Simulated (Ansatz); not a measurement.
AsH2Et (C₂H₇As). Charge 0, multiplicity 1. Geometry relaxed at PBE0-D4/def2-SVP.

```xyz
10

As   -1.717   -0.345   -0.240
H    -1.946    1.096    0.212
H    -2.093   -0.009   -1.682
C     0.241   -0.147   -0.494
C     0.978   -0.092    0.834
H     0.447    0.746   -1.103
H     0.561   -1.022   -1.082
H     2.068   -0.030    0.681
H     0.680    0.788    1.427
H     0.780   -0.985    1.446
```

(1) Estimate the harmonic wavenumbers at RKS PBE0-D4/def2-SVP (Ansatz, unscaled). Is this a minimum?

## Answers

(1) 144, 235, 244, 559, 658, 747, 801, 988, 995, 1015, 1084, 1246, 1252, 1393, 1447, 1469, 1472, 2202, 2217, 3050, 3083, 3137, 3141, 3158 cm⁻¹. Yes, no mode is imaginary beyond noise. Zero-point energy 213.7 kJ/mol. Run time 22 s (4 threads of AMD EPYC 9R45 on a shared host).
